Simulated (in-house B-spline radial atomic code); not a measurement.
## RPA and G0W0 on LDA exchange-only: O4+

Configuration [He] 2s2, mean-field start LDA exchange-only. Computed with an all-electron radial atomic-structure program (B-spline basis): all electrons, scalar-relativistic (spin-free one-electron X2C), finite nucleus, each spin shell either full or empty, empty states to l = 9 with an (l + 1/2)⁻⁴ tail; G0W0 by contour deformation at full frequency.

Command:
```bash
python run_gw.py task.json out
```
Settings (radii: box in bohr, nucleus in fm):
```
Z                        8
electrons                4
configuration            [He] 2s2
hamiltonian              x2c
method                   lda,
lmax                     9
rms_radius               2.6991
spin_polarised           False
box_radius               11.96
intervals                70
ion_configuration        [He] 2s1
```

Time taken, with all properties: 2.4 s on 1 thread of Arm Neoverse N1 (shared host).

Energies (hartree):

| term | value |
| --- | --- |
| mean-field total | -67.55520 |
| Hartree-Fock functional on these orbitals | -68.30597 |
| direct second order | -0.38981 |
| second-order exchange | 0.19171 |
| SOSEX correction | 0.13474 |

**Question.** What is the RPA correlation energy, and what remains with SOSEX?

**Answer.** RPA gives -0.2745 hartree (-1.87 eV per electron); RPA + SOSEX gives -0.13976, and the second-order doubles -0.1981 hartree (no singles). SOSEX takes back 49 % of the RPA value.

Quasi-particle levels (eV):

```json
{"level": "2s", "occupied": "yes", "mean field": "-100.53", "Σx - vxc": "-10.97", "Σc": "?", "QP weight": "?", "G0W0": "?"}
{"level": "2p", "occupied": "no", "mean field": "-87.50", "Σx - vxc": "11.14", "Σc": "-1.72", "QP weight": "0.960", "G0W0": "-78.08"}
```

G0W0 = mean field + (Σx - vxc) + Σc, with Σc (partial-wave tail included) taken at the quasi-particle energy. Levels of low weight are left out.

**Question.** Where does G0W0 put 2s?

**Answer.** At -113.93 eV, with Σc = -2.44 eV and a quasi-particle weight of 0.944. The tabulated removal energy is 113.899 eV (NIST, measured).

**Question.** What does it cost to remove one electron (to [He] 2s1) by differences of total energies, each species on its own start (correlation terms add to the Hartree-Fock functional)?

**Answer.** LDA exchange-only 110.01 eV, Hartree-Fock functional 111.07 eV, + RPA 114.29 eV, + RPA + SOSEX 113.51 eV, + second order 115.04 eV. Tabulated: 113.899 eV (NIST, measured).
